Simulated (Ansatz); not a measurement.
C₄H₉Cl₂GaO (`CC(C)(C)[O][Ga]([Cl])[Cl]`), relaxed with RKS PBE0-D4/def2-TZVP in Ansatz from a GFN2-xTB geometry. The force threshold is 0.005 eV/Å; the program also tests the step.

The species carries charge 0 and has multiplicity 1.

Start:

```xyz
17

C    -0.057    1.487    0.293
C     0.041    0.102   -0.349
C     1.463   -0.444   -0.212
C    -0.371    0.165   -1.823
O    -0.874   -0.788    0.275
Ga   -1.154   -1.337    1.914
Cl   -2.696   -2.725    1.980
Cl   -0.085   -0.704    3.608
H     0.236    1.422    1.342
H     0.592    2.194   -0.216
H    -1.085    1.842    0.238
H     1.517   -1.439   -0.649
H     2.175    0.206   -0.714
H     1.722   -0.512    0.847
H    -0.330   -0.830   -2.258
H    -1.390    0.536   -1.904
H     0.296    0.825   -2.372
```

Q: By how much does the energy fall, and how many steps does the optimiser take? (Estimate.)

A: Ansatz gave: 7.02 kJ/mol, in 11 steps, 1 of them rejected.

Q: Which bonds change most? (Estimate.)

A: The calculation gave: Ga6–Cl7 from 2.076 to 2.116 Å; Ga6–Cl8 from 2.101 to 2.128 Å; C2–C4 from 1.532 to 1.520 Å; C2–O5 from 1.421 to 1.431 Å.

Q: Give the relaxed structure. (Estimate.)

A: Computed: 
```xyz
17

C    -0.116    1.464    0.299
C     0.015    0.103   -0.368
C     1.411   -0.468   -0.171
C    -0.317    0.200   -1.848
O    -0.958   -0.798    0.173
Ga   -1.116   -1.334    1.838
Cl   -2.690   -2.689    2.240
Cl    0.127   -0.741    3.460
H     0.122    1.403    1.365
H     0.568    2.185   -0.153
H    -1.135    1.841    0.187
H     1.477   -1.463   -0.617
H     2.162    0.170   -0.642
H     1.658   -0.541    0.892
H    -0.254   -0.784   -2.314
H    -1.332    0.580   -1.983
H     0.378    0.873   -2.356
```
